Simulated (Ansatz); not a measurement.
Geometry optimisation, RKS r2SCANh/6-31G* in Ansatz.

The input (input.yaml):

```yaml
crystal:
  periodic: [false, false, false]
  atoms:
    - { symbol: O, position_ang: [-0.22024, 0.79587, -1.01883] }
    - { symbol: C, position_ang: [0.56948, -0.2125, -0.30302] }
    - { symbol: B, position_ang: [0.85236, -1.4612, -1.25441] }
    - { symbol: Cl, position_ang: [0.21287, -1.30332, -2.81111] }
    - { symbol: H, position_ang: [0.21719, 1.66806, -1.01152] }
    - { symbol: H, position_ang: [-1.0896, 0.82856, -0.47133] }
    - { symbol: H, position_ang: [0.07463, -0.48374, 0.62859] }
    - { symbol: H, position_ang: [1.50356, 0.27962, -0.01596] }
    - { symbol: H, position_ang: [1.45828, -2.39286, -0.90445] }
total_charge: 1
basis:
  gaussian: { orbitals: "6-31G*" }
hamiltonian:
  xc: r2scanh
relax:
  f_tol: 0.015
  max_steps: 40
output:
  orbitals: {}
```

Command:

```bash
$ ansatz run input.yaml --threads 1 --pin off --max-ram 2048MiB --backend cpu --events-out ev --progress --plain --runs-dir out
```

**Question.** Where does it end, and by what steps?

**Answer.** The forces met the threshold. Limits of this set-up: the dipole of an ion depends on the origin. After 18 steps the energy has fallen by 0.522 eV; H6 moved furthest, 1.27 Å.

| step | energy less start (eV) | largest force component (eV/Å) | accepted |
| --- | --- | --- | --- |
| 0 | 0.0000 | 2.665 | yes |
| 1 | -0.2697 | 0.975 | yes |
| 2 | -0.2734 | 0.788 | yes |
| 3 | -0.3180 | 0.227 | yes |
| 4 | -0.3280 | 0.064 | yes |
| 5 | -0.3297 | 1.141 | yes |
| 6 | -0.3833 | 0.308 | yes |
| 7 | -0.3979 | 1.012 | yes |
| 8 | -0.4467 | 0.447 | yes |
| 9 | -0.4854 | 0.260 | yes |
| 10 | -0.4877 | 0.241 | yes |
| 11 | -0.5023 | 0.685 | yes |
| 12 | -0.5146 | 0.221 | yes |
| 13 | -0.5149 | 0.300 | yes |
| 14 | -0.5177 | 0.316 | yes |
| 15 | -0.5211 | 0.069 | yes |
| 16 | -0.5214 | 0.028 | yes |
| 17 | -0.5216 | 0.029 | yes |
| 18 | -0.5216 | 0.009 | yes |

```xyz
9
Properties=species:S:1:pos:R:3
O -0.009 0.985 -0.880
C 0.772 -0.157 -0.263
B 0.733 -1.427 -1.200
Cl -0.283 -1.378 -2.606
H -0.523 1.533 -0.253
H -0.578 0.661 -1.624
H 0.325 -0.361 0.714
H 1.776 0.251 -0.128
H 1.367 -2.388 -0.922
```

Whether the end is a true minimum wasn't checked by a vibrational analysis.

Time of the run: 100 s on 1 thread of Arm Neoverse V1, with other jobs on the host, peak memory 0.18 GiB.
